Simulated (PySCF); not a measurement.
# KO at UHF-SCS-MP2

Computed with UHF-SCS-MP2; K 6-311G(d,p), O 6-311G(d,p); no relativity (PySCF 2.14).

| Item | Value |
| --- | --- |
| state | ²Π (doublet), unpaired electrons π ↑ |
| bond length | 2.327 Å |
| harmonic wavenumber | 408 cm⁻¹ |
| force constant | 1.11 mdyn/Å |
| rotational constant Be | 0.2744 cm⁻¹ |
| anharmonicity ωexe | 2.47 cm⁻¹ |
| vibration–rotation constant αe | 0.00235 cm⁻¹ |
| well depth De to K + O | 187 kJ/mol |
| dissociation energy D0 | 184 kJ/mol |

Correlated steps freeze 6 core orbitals. The state is the lowest determinant that a PBE0 search found; another state may lie lower at other levels.
